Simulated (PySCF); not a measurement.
Geometry (Å), atoms numbered from 1 in this order:
```xyz
19

C    -2.338   -1.422   -0.061
N    -1.347   -0.373   -0.197
Si   -1.893    1.133   -0.875
Si    0.107   -0.667    0.694
N     0.937    0.852    0.725
C     2.065    1.190    0.339
C     3.054    0.290   -0.382
F     4.201    0.952   -0.657
F     3.397   -0.773    0.386
H    -3.026   -1.403   -0.906
H    -1.855   -2.397   -0.029
H    -2.920   -1.304    0.857
H    -2.661    0.768   -2.072
H    -2.760    1.872    0.051
H    -0.698    1.895   -1.222
H     0.757   -1.818    0.056
H    -0.104   -0.893    2.125
H     2.429    2.205    0.504
H     2.643   -0.098   -1.328
```

Equivalent nuclei averaged, no solvent, single conformer, no relativistic terms. Geometry from GFN2-xTB; shielding tensors at PBE0/pcSseg-1 (GIAO); PySCF 2.14.0 with density-fitted response routines.

Predict the 2D correlation tables (HSQC, COSY, HMBC).

Answers



HSQC (one-bond C–H):
```csv
δH,δC
8.78 (H18),177.1 (C6)
5.91 (H19),114.7 (C7)
2.81 (H10/H11/H12),33.0 (C1)
```

COSY cross peaks (H two or three bonds apart, from the bond graph; peaks can be absent where the dihedral angle is near 90°):
```csv
δH,δH
8.78 (H18),5.91 (H19)
```

HMBC (two and three bonds, from the bond graph):
```csv
δH,δC
8.78 (H18),114.7 (C7)
5.91 (H19),177.1 (C6)
5.39 (H16/H17),"177.1 (C6), 33.0 (C1)"
4.56 (H13/H14/H15),33.0 (C1)
```

δ = σ(ref) − σ, references computed at the same level: 1H (σ = 31.72 ppm) and 13C (σ = 186.93 ppm) against TMS.

Short H···H contacts in this conformer between protons four or more bonds apart (candidates for NOE cross peaks, intensity ∝ r⁻⁶): H10···H13 2.49 Å, H11···H16 2.68 Å.

Shifts are as computed. Against solution values, carbons near 30 ppm lie about +3 ppm off and those near 130 ppm about +5 ppm. Of 1309 compounds with measured shifts, 239 miss one by over three times the rms of a fit or turn the order of signals round; such compounds aren't used in these exercises.
